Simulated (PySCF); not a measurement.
## COSe: calculation against experiment

**The experiment to reproduce.**

NIST CCCBDB Release 22 (SRD 101), experimental dipoles lists, for the gas: dipole moment (microwave Stark effect, vibrational ground state) 0.754 D.

How close the calculation comes is told at the end.

Compound: COSe.
Atom-mapped SMILES: `[O:1]=[C:2]=[Se:3]`

Cartesian coordinates in Å at the PBE0-D3(BJ)/def2-SVP level; atoms count from 1:
```xyz
3
COSe angstrom
O     -1.1469    0.7694   -0.0135
C     -0.1469    0.1933   -0.0112
Se     1.3320   -0.6596   -0.0079
```

The PySCF runs (gas phase, on this PBE0-D3(BJ)/def2-SVP geometry; no spin–orbit coupling):

| level | job | basis functions | wall time |
| --- | --- | --- | --- |
| PBE0-D3(BJ)/def2-SVP, grid level 1 | geometry optimisation from a GFN2-xTB start | 60 | 2.5 s |

Hardware: one thread of an Arm Neoverse V1 (shared host).

## Comparison

**Dipole moment.** Measured: 0.754 D (NIST CCCBDB Release 22 (SRD 101), experimental dipoles).

```
               level  computed (D)  computed − measured (D)  % (from the printed values)
PBE0-D3(BJ)/def2-SVP         0.692                   -0.062                           -8
```

The computed dipoles belong to one fixed geometry; measured ones are averaged over vibrations unless marked μe. Magnitudes are compared, not signs.

No measured geometry was used, and the causes of the misses weren't examined.
